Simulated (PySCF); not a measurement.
Species: C₅H₉O₂ (doublet state).
Z-matrix (Å and degrees, GFN2-xTB geometry), rows numbered from 1:
```
C 
C   1  1.3264
C   2  1.4907  1  124.78
C   3  1.5588  2  112.40  1   123.69
C   4  1.4825  3  113.43  2   -67.65
O   5  1.3728  4  120.35  3    58.52
O   5  1.3760  4  116.88  3   -87.85
H   1  1.0775  2  121.55  3    -0.46
H   1  1.0767  2  122.11  3   179.44
H   2  1.0845  1  119.93  3  -178.48
H   3  1.0926  2  109.02  1  -117.74
H   3  1.0909  2  110.51  1     1.51
H   4  1.0935  3  108.38  2    54.40
H   4  1.0889  3  108.83  2   172.60
H   6  0.9719  5  110.14  4   -17.26
H   7  0.9645  5  107.71  4   164.84
```

The hyperfine couplings belong to this conformer and change with its torsions.

The species is `C=CCC[C](O)O` [radical].

Computed with UKS B3LYP, pcH-1 on C H O, non-relativistic, mean-field spin-orbit, GIAO in PySCF 2.14.0. Isolated species at its GFN2-xTB geometry (one conformer only). Couplings are sensitive to structure, and on GFN2-xTB geometries they can be far from those on DFT ones. No stability test was run, so a lower SCF solution isn't excluded.

Principal values of hyperfine tensors in MHz (contact and dipolar terms together), for some of the nuclei:

```json
{"atom": "C5", "isotope": "13C", "A1": "176.38", "A2": "177.42", "A3": "405.86"}
{"atom": "O6", "isotope": "17O", "A1": "-98.21", "A2": "-48.10", "A3": "-46.97"}
{"atom": "C3", "isotope": "13C", "A1": "50.59", "A2": "50.76", "A3": "66.69"}
{"atom": "H15", "isotope": "1H", "A1": "36.26", "A2": "40.56", "A3": "60.26"}
{"atom": "H13", "isotope": "1H", "A1": "31.25", "A2": "32.84", "A3": "48.36"}
{"atom": "O7", "isotope": "17O", "A1": "-86.93", "A2": "-4.22", "A3": "-1.27"}
{"atom": "H14", "isotope": "1H", "A1": "0.86", "A2": "2.34", "A3": "17.28"}
{"atom": "H12", "isotope": "1H", "A1": "-8.17", "A2": "-5.30", "A3": "1.52"}
```

Question: Give the isotropic coupling of each nucleus in MHz and in mT (g = 2.0030), and the anisotropic part.

Answer: a_iso is a third of the trace, T = A − a_iso, and a(mT) = a(MHz)/(g × 13.996).

| atom | a_iso (MHz) | a_iso (mT) | T1 | T2 | T3 |
| --- | --- | --- | --- | --- | --- |
| C5 | 253.22 | 9.032 | -76.84 | -75.80 | 152.64 |
| O6 | -64.43 | -2.298 | -33.78 | 16.33 | 17.45 |
| C3 | 56.01 | 1.998 | -5.42 | -5.25 | 10.68 |
| H15 | 45.69 | 1.630 | -9.44 | -5.13 | 14.57 |
| H13 | 37.48 | 1.337 | -6.23 | -4.65 | 10.88 |
| O7 | -30.81 | -1.099 | -56.12 | 26.59 | 29.53 |
| H14 | 6.82 | 0.243 | -5.97 | -4.48 | 10.45 |
| H12 | -3.98 | -0.142 | -4.19 | -1.32 | 5.51 |

Question: What spin density at the nucleus of C5 lies behind its contact coupling (g_N = 1.40482)?

Answer: a_FC = (2μ0/3) gₑ μB g_N μN ρ(0)/(2S·h) = 800.24 MHz × g_N × ρ(0)/(2S), with ρ in bohr⁻³. With a_FC = 253.22 MHz and 2S = 1, ρ(0) = 0.2252 bohr⁻³.

Question: H16 (1H, g_N = 5.58569) isn't in the table. Its spin density at the nucleus is -0.002416 bohr⁻³. What is its contact coupling?

Answer: By the same relation, a_FC = -10.80 MHz. Its full tensor has the principal values -23.32, -19.43, 10.35 MHz.

Question: Name the largest traceless tensor T of the table and describe it.

Answer: C5: -76.8, -75.8, 152.6 MHz, axial, in the ratio −1:−1:+2, the form that spin in one p orbital centred on that nucleus gives.

Question: What first-order splitting does O6 cause when the field lies along A1, A2 or A3 of its tensor (g taken as isotropic, no quadrupole term)?

Answer: 6 lines (I = 5/2), spaced by |A_i|/(g × 13.996): 3.50, 1.72, 1.68 mT along the axes of A1, A2 and A3.
